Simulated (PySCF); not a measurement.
**An excited-state table with gaps**

Compound: CH11OPSi3.
SMILES: `[SiH3]P([SiH3])[SiH2]OC`

Method: TDDFT wB97X-D/def2-SVPD, vertical, gas phase, core orbitals frozen in the response (PySCF 2.14.0, density-fitted response routines). The structure is a single PBE0-D3(BJ)/def2-SVP conformer in the gas phase; no vibrational or solvent corrections. Torsions of this conformer, `[CH3:1][O:2][SiH2:3][P:4]([SiH3:5])[SiH3:6]`: C1–O2–Si3–P4 -63°, O2–Si3–P4–Si5 -147°.

Orbital energies (eV): HOMO-3 -10.76, HOMO-2 -10.39, HOMO-1 -9.86, HOMO -9.02, LUMO 1.24, LUMO+1 1.59, LUMO+2 1.68.

Lowest singlets, with some entries withheld (?).

| state | E (eV) | f | main configurations (H = HOMO, L = LUMO) |
| --- | --- | --- | --- |
| S1 | 5.78 | 0.0064 | H→L (92%) |
| S2 | 6.30 | 0.034 | H→L+1 (69%), H→L+3 (9%) |
| S3 | 6.38 | 0.026 | H→L+2 (44%), H→L+3 (22%), H→L+1 (21%) |
| S4 | 6.50 | 0.017 | H→L+3 (40%), H→L+2 (26%), H-1→L (18%) |
| S5 | 6.72 | 0.030 | H-1→L (41%), H→L+4 (34%), H→L+2 (9%) |
| S6 | ? | 0.037 | H→L+4 (47%), H-1→L (26%) |
| S7 | ? | 0.0020 | H-1→L+2 (51%), H-2→L (24%) |
| S8 | ? | 0.053 | H-1→L+1 (63%), H-1→L+2 (9%) |
| S9 | ? | 0.011 | H-2→L (36%), H-1→L+3 (21%), H-1→L+2 (14%) |
| S10 | ? | 0.023 | H→L+5 (44%) |

Q: Fill in the withheld entries.

A: 
- S6: E = 6.77 eV
- S7: E = 7.27 eV
- S8: E = 7.35 eV
- S9: E = 7.39 eV
- S10: E = 7.43 eV

Q: How far apart are S1 and S8, in eV and cm⁻¹?

A: 7.350 − 5.779 = 1.571 eV, or about 12670 cm⁻¹.

Q: What is the vertical ionisation energy by ΔSCF at this level?

A: 9.02 eV; −ε(HOMO) is 9.02 eV.

Q: Where do the lowest triplets lie (Tamm–Dancoff)?

A: T1 5.47 eV, H→L (82%); T2 5.66 eV, H→L+2 (58%), H→L+1 (22%); T3 5.88 eV, H→L+1 (36%), H→L+2 (19%), H→L+3 (14%); T4 6.16 eV, H→L+3 (41%), H→L+1 (27%), H→L+4 (10%). E(S1) − E(T1) = +0.31 eV.
